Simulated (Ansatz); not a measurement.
`[OH][SnH]([F])[Br]` + H₂ → `[OH][SnH2][Br]` + H–F  (hydrogenolysis of the Sn–F bond)

Program: Ansatz. Geometries: PBE0-D4/def2-TZVP. ΔE: electronic, gas phase. CBS: MP2 limit from def2 TZ/QZ plus the TZ coupled-cluster correction, frozen cores. This one scheme is used for every species. Functionals use def2-TZVPP. B3LYP here is the variant with VWN-RPA as its local correlation; programs differ in this. Elements past krypton have def2 core potentials. For Br, Sn outer-core shells are correlated without core-valence functions, which leaves a few kJ/mol of doubt a bond. Scalar relativity is left out up to krypton. One conformer a species, not always the lowest.

`[OH][SnH]([F])[Br]`:

```xyz
6

O     1.520   -0.099    0.407
Sn   -0.259    0.317   -0.232
F    -0.620   -0.912   -1.649
Br   -1.914   -0.232    1.490
H     1.596   -0.971    0.804
H    -0.323    1.897   -0.820
```

H₂:

Z-matrix (Å, degrees):
```
H
H 1 0.746
```

`[OH][SnH2][Br]`:

```xyz
6

O    -0.367    1.510   -0.081
Sn    0.330   -0.309   -0.218
Br   -0.204   -1.458    1.914
H    -1.288    1.549    0.188
H    -0.479   -1.167   -1.446
H     2.008   -0.125   -0.356
```

H–F:

Cartesian coordinates in Å:
```
F -0.060 0.216 0.402
H 0.060 -0.216 -0.402
```

| level | ΔE (kJ/mol) | difference from CCSD(T)/CBS |
| --- | --- | --- |
| PBE-D4 | 43.9 | 3.1 |
| revPBE-D4 | 47.0 | 6.2 |
| r2SCAN-D4 | 50.0 | 9.2 |
| B3LYP-D4 | 45.0 | 4.2 |
| BHLYP-D4 | 38.8 | -2.0 |
| ωB97M-V | 41.4 | 0.6 |
| PBE-QIDH | 32.5 | -8.3 |
| r2SCAN | 49.6 | 8.8 |
| r2SCANh | 45.0 | 4.2 |
| r2SCAN0 | 38.7 | -2.1 |
| BHLYP | 36.7 | -4.1 |
| RPA@PBE/def2-TZVPP | 34.9 | -5.9 |
| CCSD/def2-SVP | 34.2 | -6.6 |
| HF/def2-TZVPP | 31.6 | -9.2 |
| HF/CBS(def2) | 35.7 | -5.1 |
| CCSD/CBS(def2) | 37.1 | -3.7 |
| CCSD(T)/CBS | 40.8 | 0 |

Largest T1 diagnostic among the species: 0.012.

At CCSD(T), def2-SVP lies −3.9 kJ/mol from the extrapolated value and def2-TZVPP −6.7 kJ/mol. From r2SCAN to r2SCAN0 (25 % exact exchange), in def2-TZVPP and without D4, ΔE moves by −10.9 kJ/mol. Leaving LDA and LC-ωPBE aside and taking each functional with its dispersion term where it has one, the values, not all of them listed here, spread over 21.5 kJ/mol, from PBE-QIDH to BLYP-D4. LDA lies −10.8 kJ/mol from PBE without D4.

CCSD(T)/CBS has its own doubt, a few kJ/mol and more with outer-core shells, so smaller differences from it don't rank the levels.
